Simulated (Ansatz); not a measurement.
Reaction (ligand exchange at the Al–C bond): `[CH3][Al]1[CH2][S]1` + HBr → `[Br][Al]1[CH2][S]1` + CH₄

Computed with Ansatz on PBE0-D4/def2-TZVP structures; ΔE is electronic, products minus reactants. CBS: MP2 limit from def2 TZ/QZ plus the TZ coupled-cluster correction, frozen cores. This one scheme is used for every species. Functionals use def2-TZVPP. For Br outer-core shells are correlated without core-valence functions, which leaves a few kJ/mol of doubt a bond. Scalar relativity is left out up to krypton.

```tsv
species	revPBE-D4 energy (Eh)
`[CH3][Al]1[CH2][S]1`	-719.77468
HBr	-2574.53963
`[Br][Al]1[CH2][S]1`	-3253.84653
CH₄	-40.52299
```

Question: Work out ΔE.

Answer: ΔE = (-3253.84653) + (-40.52299) − (-719.77468) − (-2574.53963) = -0.05521 Eh = -145.0 kJ/mol. CCSD(T)/CBS gives -152.7 kJ/mol.

Question: What do rigid-rotor, harmonic-oscillator terms from PBE0-D4/def2-TZVP frequencies (298.15 K, 1 bar) make of the CCSD(T)/CBS value? (Estimate.)

Answer: Computed: ΔZPE = +11.4 kJ/mol, ΔH = -142.3 kJ/mol, ΔS = -22 J/(mol·K), ΔG = -135.6 kJ/mol. Modes under 50 cm⁻¹ make the entropy rough.

Largest T1 diagnostic among the species: 0.012.

In def2-TZVPP, CCSD(T) changes the Hartree–Fock value by +14.1 kJ/mol (the triples alone add +0.8 kJ/mol) and MP2 by +9.2 kJ/mol. From BLYP to BHLYP (50 % exact exchange), in def2-TZVPP and without D4, ΔE moves by −9.2 kJ/mol.
